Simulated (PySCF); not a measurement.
Compound: C₇H₉N.
Bonds: C1–C2, C2–C3, C3–C4 (double), C4–C5, C5–N6 (triple), C4–C7, C7–C8, C3–C8. Hydrogens: H9, H10, H11 on C1; H12, H13 on C2; H14, H15 on C7; H16, H17 on C8.

Computed geometry: GFN2-xTB, gas phase.

(1) List the bond lengths, angles and torsions at this level.

Answers

(1) 
| bond | length (Å) | order |
| --- | --- | --- |
| C1–C2 | 1.524 | single |
| C2–C3 | 1.481 | single |
| C3=C4 | 1.348 | double |
| C4–C5 | 1.394 | single |
| C5≡N6 | 1.150 | triple |
| C4–C7 | 1.514 | single |
| C7–C8 | 1.549 | single |
| C3–C8 | 1.506 | single |
| C1–H9, C1–H10, C1–H11 | 1.087 | single |
| C2–H12, C2–H13 | 1.096 | single |
| C7–H14, C7–H15 | 1.088 | single |
| C8–H16, C8–H17 | 1.089 | single |

Bonds in one row agree within 0.01 Å and their mean is given. Orders are formal, as drawn. A selection of angles:
| angle | degrees |
| --- | --- |
| C2–C1–H9 | 110.5 |
| C2–C1–H11 | 110.6 |
| H9–C1–H10 | 108.6 |
| H9–C1–H11 | 108.1 |
| C1–C2–C3 | 112.8 |
| C1–C2–H12 | 110.0 |
| C3–C2–H12 | 108.6 |
| H12–C2–H13 | 106.6 |
| C2–C3–C4 | 135.6 |
| C2–C3–C8 | 130.7 |
| C4–C3–C8 | 93.7 |
| C3–C4–C5 | 135.5 |
| C3–C4–C7 | 93.9 |
| C5–C4–C7 | 130.7 |
| C4–C5–N6 | 178.6 |
| C4–C7–C8 | 85.8 |
| C4–C7–H14 | 115.0 |
| C8–C7–H14 | 115.1 |
| H14–C7–H15 | 109.5 |
| C7–C8–H16 | 114.9 |
| C3–C8–C7 | 86.6 |
| C3–C8–H16 | 115.0 |
| H16–C8–H17 | 109.1 |

Torsions: C1–C2–C3–C4 -1° (synperiplanar); C2–C3–C4–C5 0° (synperiplanar); C3–C4–C7–C8 0° (synperiplanar); C4–C7–C8–C3 0° (synperiplanar); C2–C3–C8–C7 180° (antiperiplanar).

Of the pairs four or more bonds apart, C1···C5 is among the closest relative to their van der Waals radii: 3.20 Å, 94 % of the sum of Bondi's values. The 8 heavy atoms lie in one plane (0.004 Å rms). The 4-membered ring C3–C4–C7–C8 has internal angles of 85.8° to 93.9°; it is planar, 0.00 Å rms from its mean plane, widest ring torsion 0°. The C–C distances run from 1.348 Å (C3=C4, drawn double) to 1.549 Å (C7–C8, drawn single), a spread of 0.201 Å.

Point group: Cs (tolerance 0.08 Å). GFN2-xTB frequencies: not computed here. One conformer, not necessarily the lowest.
